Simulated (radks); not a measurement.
The iodine anion I-, [Xe], held by a Watson sphere: a shell of charge +1 at radius R that stands for the Madelung well of a crystal (potential energy -1/R inside, -1/r outside, in hartree with lengths in bohr). Calculated with a radial shooting solver on a logarithmic mesh with Libxc functionals: scalar-relativistic Kohn-Sham, LDA (Slater exchange, Perdew-Wang correlation), spin-polarised, spherical densities, finite nucleus; Fermi nuclear charge, rms radius of each element as measured or else 0.836 A^(1/3) + 0.57 fm. Response by self-consistent Sternheimer equations with the Hartree and adiabatic LDA kernel, the relativistic mass of each level held fixed and spin-orbit coupling left out. The sphere does not respond.

R (bohr)  e(4d) (eV)  e(5s) (eV)  e(5p) (eV)  <r> 5p (bohr)  sum of <r^2> (bohr^2)  X-ray form factor at sin(theta)/lambda = 0.1 1/angstrom  alpha (bohr^3)
2.72         -49.449     -17.650      -7.560          2.503                  69.92                                                   49.687           38.31
2.82         -49.357     -17.519      -7.463          2.515                  70.39                                                   49.668           39.31
3.51         -48.762     -16.686      -6.750          2.583                  73.20                                                   49.564           46.67
4.3          -48.096     -15.871      -5.962          2.634                  75.50                                                   49.493           55.09
4.65         -47.813     -15.552      -5.643          2.650                  76.24                                                   49.473           58.53
4.76         -47.726     -15.457      -5.547          2.654                  76.45                                                   49.468           59.55
5.61         -47.107     -14.798      -4.881          2.677                  77.65                                                   49.442           66.54
5.75         -47.014     -14.701      -4.783          2.679                  77.79                                                   49.439           67.52
5.97         -46.873     -14.556      -4.636          2.683                  78.00                                                   49.435           68.97
